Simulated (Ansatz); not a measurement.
```yaml
crystal:
  periodic: [false, false, false]
  atoms:
    - {symbol: C, position_ang: [-1.131528, 0.318015, -0.776414]}
    - {symbol: Si, position_ang: [-0.782311, -0.325847, 0.962480]}
    - {symbol: Si, position_ang: [1.528574, 0.076564, 0.756856]}
    - {symbol: h, position_ang: [0.689015, -0.094942, -1.510542]}
    - {symbol: H, position_ang: [-2.014503, -0.056001, -1.295439]}
    - {symbol: H, position_ang: [-1.199955, 1.413772, -0.734135]}
    - {symbol: H, position_ang: [-1.009886, -1.800376, 1.005020]}
    - {symbol: H, position_ang: [-1.566076, 0.295042, 2.067831]}
    - {symbol: H, position_ang: [2.545839, -0.795489, 1.402747]}
    - {symbol: H, position_ang: [1.836827, 1.502001, 1.079008]}
    - {symbol: H, position_ang: [1.104014, -0.532738, -2.957402]}
basis:
  gaussian: {orbitals: aug-cc-pVTZ, fitting: {mean_field: def2-universal-jkfit}}
magnetization: {spin_polarized: true, initial_magnetization: 2}
hamiltonian: {xc: {name: CAM-B3LYP}, dispersion: d4}
output: {forces: true}
```

```sh
$ ansatz run in.yaml --threads 4 --pin off --events-out ev --progress --plain --max-ram 10444MiB
```

Question: How does Ansatz answer? (Best estimate.)

Answer: Ansatz gave: The input was rejected before any iteration.
```
Error: YAML parse error: error: line 7 column 16: `h` is not an element symbol (H … Og, case-exact)
 --> <input>:7:16
5 |     - {symbol: Si, position_ang: [-0.782311, -0.325847, 0.962480]}
6 |     - {symbol: Si, position_ang: [1.528574, 0.076564, 0.756856]}
7 |     - {symbol: h, position_ang: [0.689015, -0.094942, -1.510542]}
8 |     - {symbol: H, position_ang: [-2.014503, -0.056001, -1.295439]}
9 |     - {symbol: H, position_ang: [-1.199955, 1.413772, -0.734135]}
```
